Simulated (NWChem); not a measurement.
Everything below was run with NWChem. System: CHCl₂, charge 0, spin multiplicity 2, at a geometry optimised with UPBE0/def2-SVP. The structure started from a generated list of species. Its SCF solution wasn't tested for a lower state. Level: UPBE/def2-TZVP.

The NWChem input:

```
start mol
memory heap 200 mb stack 900 mb global 1100 mb
geometry units angstroms nocenter noautoz
  Cl     0.169072    -0.023894     1.470293
  C     -0.668668     0.148477     0.000000
  Cl     0.169072    -0.023894    -1.470293
  H     -1.736423    -0.078460     0.000000
  symmetry group Cs
end
basis spherical
  * library def2-tzvp
end
dft
  xc xpbe96 cpbe96
  odft
  mult 2
  semidirect memsize 60000000 filesize 0
  iterations 100
end
task dft energy
```

Output (cleaned and shortened):

```
             Northwest Computational Chemistry Package (NWChem) 7.3.0
             --------------------------------------------------------

                                NWChem Input Module
                                -------------------

 Scaling coordinates for geometry "geometry" by  1.889725989
 (inverse scale =  0.529177249)

 Turning off AUTOSYM since
 SYMMETRY directive was detected!

                             Geometry "geometry" -> ""
                             -------------------------

 Output coordinates in angstroms (scale by  1.889725989 to convert to a.u.)

  No.       Tag          Charge          X              Y              Z
 ---- ---------------- ---------- -------------- -------------- --------------
    1 Cl                  17.0000     0.16907200    -0.02389400     1.47029300
    2 C                    6.0000    -0.66866800     0.14847700     0.00000000
    3 Cl                  17.0000     0.16907200    -0.02389400    -1.47029300
    4 H                    1.0000    -1.73642300    -0.07846000     0.00000000

 Effective nuclear repulsion energy (a.u.)     125.8548506201

            Nuclear Dipole moment (a.u.)
            ----------------------------
        X                 Y               Z
 ---------------- ---------------- ----------------
     0.0000321253     0.0000113384     0.0000000000

      Symmetry information
      --------------------

 Group name             Cs
 Group number              2
 Group order               2
 No. of unique centers     3

      Symmetry unique atoms

     1    2    4


 Summary of "ao basis" -> "" (spherical)
 ------------------------------------------------------------------------------
       Tag                 Description            Shells   Functions and Types
 ---------------- ------------------------------  ------  ---------------------
 *                         def2-tzvp                  on all atoms

  pbe96 is a nonlocal functional; adding pw91lda local functional.

                                 NWChem DFT Module
                                 -----------------

 Summary of "ao basis" -> "ao basis" (spherical)
 ------------------------------------------------------------------------------
       Tag                 Description            Shells   Functions and Types
 ---------------- ------------------------------  ------  ---------------------
 Cl                        def2-tzvp                13       37   5s5p2d1f
 C                         def2-tzvp                11       31   5s3p2d1f
 H                         def2-tzvp                 4        6   3s1p

 Summary of "ao basis" -> "ao basis" (spherical)
 ------------------------------------------------------------------------------
       Tag                 Description            Shells   Functions and Types
 ---------------- ------------------------------  ------  ---------------------
 Cl                        def2-tzvp                13       37   5s5p2d1f
 C                         def2-tzvp                11       31   5s3p2d1f
 H                         def2-tzvp                 4        6   3s1p

      Symmetry analysis of basis
      --------------------------

        a'         63
        a"         48

            General Information
            -------------------
          SCF calculation type: DFT
          Wavefunction type:  spin polarized.
          No. of atoms     :     4
          No. of electrons :    41
           Alpha electrons :    21
            Beta electrons :    20
[...]
    15      0.281610  1 Cl px                83     -0.281610  3 Cl px
    17     -0.278680  1 Cl pz                85     -0.278680  3 Cl pz
    20     -0.180152  1 Cl pz                88     -0.180152  3 Cl pz
    18      0.175844  1 Cl px                86     -0.175844  3 Cl px
    12      0.134371  1 Cl px                80     -0.134371  3 Cl px

 Vector   21  Occ=0.000000D+00  E=-1.181984D-01  Symmetry=a'
              MO Center= -4.1D-01,  2.0D-01, -3.6D-14, r^2= 2.4D+00
   Bfn.  Coefficient  Atom+Function         Bfn.  Coefficient  Atom+Function
  ----- ------------  ---------------      ----- ------------  ---------------
    50      0.397132  2 C  py                44      0.379363  2 C  py
    47      0.357571  2 C  py                19     -0.270589  1 Cl py
    87     -0.270589  3 Cl py                16     -0.206252  1 Cl py
    84     -0.206252  3 Cl py                42      0.137757  2 C  s
    41      0.133971  2 C  s                 13     -0.115371  1 Cl py

 Vector   22  Occ=0.000000D+00  E=-2.521718D-02  Symmetry=a'
              MO Center= -1.4D-01, -2.0D-02, -1.6D-13, r^2= 3.8D+00
   Bfn.  Coefficient  Atom+Function         Bfn.  Coefficient  Atom+Function
  ----- ------------  ---------------      ----- ------------  ---------------
    41      0.878568  2 C  s                 42      0.724565  2 C  s
   108     -0.624739  4 H  s                 20      0.445891  1 Cl pz
    88     -0.445891  3 Cl pz                 5     -0.402361  1 Cl s
    73     -0.402361  3 Cl s                 46      0.261618  2 C  px
    17      0.257156  1 Cl pz                85     -0.257156  3 Cl pz

 Vector   23  Occ=0.000000D+00  E= 3.282684D-02  Symmetry=a"
              MO Center= -9.4D-02,  1.8D-02,  5.9D-14, r^2= 3.9D+00
   Bfn.  Coefficient  Atom+Function         Bfn.  Coefficient  Atom+Function
  ----- ------------  ---------------      ----- ------------  ---------------
    51      0.811730  2 C  pz                 5     -0.711189  1 Cl s
    73      0.711189  3 Cl s                 48      0.525035  2 C  pz
    20      0.454340  1 Cl pz                88      0.454340  3 Cl pz
    18      0.436782  1 Cl px                86     -0.436782  3 Cl px
    45      0.367314  2 C  pz                17      0.144417  1 Cl pz

   alpha - beta orbital overlaps
   -----------------------------

   alpha      1      2      3      4      5      6      7      8      9     10
    beta      1      2      3      4      5      6      7      8      9     10
 overlap   1.000  1.000  1.000  1.000  1.000  0.999  0.999  0.944  0.945  0.945

   alpha     11     12     13     14     15     16     17     18     19     20
    beta     11     12     13     14     15     16     17     18     19     20
 overlap   0.946  0.999  1.000  0.999  0.999  1.000  0.990  0.996  0.999  0.996

   alpha     21     22     23     24     25     26     27     28     29     30
    beta     21     22     23     24     25     26     27     28     29     30
 overlap   0.988  0.999  1.000  1.000  0.998  1.000  0.979  0.979  0.999  0.989

   alpha     31     32     33     34     35     36     37     38     39     40
    beta     31     32     33     35     34     36     37     38     39     40
 overlap   0.998  0.982  0.967  0.971  0.999  0.998  0.992  0.999  0.999  0.999

   alpha     41     42     43     44     45     46     47     48     49     50
    beta     41     42     43     44     45     46     47     48     49     50
 overlap   0.998  1.000  0.999  0.999  0.999  0.997  0.995  0.984  0.915  0.929

   alpha     51     52     53     54     55     56     57     58     59     60
    beta     51     52     53     54     55     56     57     58     59     60
 overlap   0.995  0.999  0.926  0.926  0.999  0.997  0.996  0.999  0.997  0.993

   alpha     61     62     63     64     65     66     67     68     69     70
    beta     61     62     63     64     65     66     67     68     69     70
 overlap   0.999  0.998  0.936  0.942  0.976  0.978  0.999  0.999  0.998  1.000

   alpha     71     72     73     74     75     76     77     78     79     80
    beta     71     72     73     74     75     77     76     78     79     80
 overlap   0.998  0.999  0.995  0.995  0.999  0.975  0.977  0.998  0.996  0.989

   alpha     81     82     83     84     85     86     87     88     89     90
    beta     81     82     84     83     85     86     87     88     89     90
 overlap   0.989  0.991  0.994  1.000  0.999  0.999  0.997  0.996  0.993  0.994

   alpha     91     92     93     94     95     96     97     98     99    100
    beta     91     92     93     94     95     96     97     98     99    100
 overlap   0.999  0.999  0.994  0.991  0.999  0.998  0.999  0.996  1.000  1.000

   alpha    101    102    103    104    105    106    107    108    109    110
    beta    101    102    103    105    104    106    107    108    109    110
 overlap   1.000  1.000  0.995  1.000  0.995  1.000  1.000  1.000  1.000  1.000

   alpha    111
    beta    111
 overlap   1.000

     --------------------------
     Expectation value of S2:
     --------------------------
      <S2> =      0.7533 (Exact =     0.7500)

 center of mass
 --------------
 x =   0.04671555 y =   0.00071899 z =   0.00000000

 moments of inertia (a.u.)
 ------------------
         541.013721707946           4.775908985679           0.000000000000
           4.775908985679         576.874344142322           0.000000000000
           0.000000000000           0.000000000000          38.079440587916

     Multipole analysis of the density
     ---------------------------------

     L   x y z        total         alpha         beta         nuclear
     -   - - -        -----         -----         ----         -------
     0   0 0 0     -0.000000    -21.000000    -20.000000     41.000000

     1   1 0 0     -0.305633      0.245467     -0.551132      0.000032
     1   0 1 0     -0.103304     -0.264061      0.160745      0.000011
     1   0 0 1      0.000000      0.000000      0.000000      0.000000

     2   2 0 0    -21.591940    -23.739497    -21.670613     23.818170
     2   1 1 0      0.215229      1.542162      0.804295     -2.131228
     2   1 0 1     -0.000000     -0.000000      0.000000      0.000000
     2   0 2 0    -23.656018    -13.258288    -10.961387      0.563656
     2   0 1 1      0.000000      0.000000      0.000000      0.000000
     2   0 0 2    -22.762841   -144.474904   -140.760775    262.472838

 Task  times  cpu:        3.4s     wall:        3.4s

 Total times  cpu:        3.4s     wall:        3.4s
```
